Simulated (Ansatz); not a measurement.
Consider the redistribution: `C[O][Zn][OH]` + `[OH][SnH2][SH]` → `[OH][Zn][SH]` + `C[O][SnH2][OH]`.

Computed with Ansatz on PBE0-D4/def2-TZVP structures; ΔE is electronic, products minus reactants. CCSD(T)/CBS adds triple-zeta CCSD(T) − MP2 to the extrapolated MP2 energy (def2 sets, frozen cores). Functionals use def2-TZVPP. def2 core potentials past Kr. For Sn, Zn outer-core shells are correlated without core-valence functions, which leaves a few kJ/mol of doubt a bond. Scalar relativity is left out up to krypton. Each species was taken in one conformer, which may not be the lowest.

(1) Is it downhill or uphill in electronic energy at CCSD(T)/CBS, and by how much? (Estimate.)

(2) What do these levels give: r2SCAN-D4, PBE0, HF/def2-TZVPP, CCSD/def2-TZVPP, HF/CBS(def2), MP2/CBS(def2)? (Estimate.)

Largest T1 diagnostic among the species: 0.017.

Results:

(1) Computed: Downhill: ΔE = -0.26 eV.

(2) The calculation gave: r2SCAN-D4 -0.21, PBE0 -0.21, HF/def2-TZVPP -0.30, CCSD/def2-TZVPP -0.22, HF/CBS(def2) -0.30, MP2/CBS(def2) -0.24 eV.

From PBE to PBE0 (25 % exact exchange), in def2-TZVPP and without D4, ΔE moves by −0.04 eV. In def2-TZVPP, CCSD(T) changes the Hartree–Fock value by +0.09 eV (the triples alone add +0.01 eV) and MP2 by +0.12 eV.
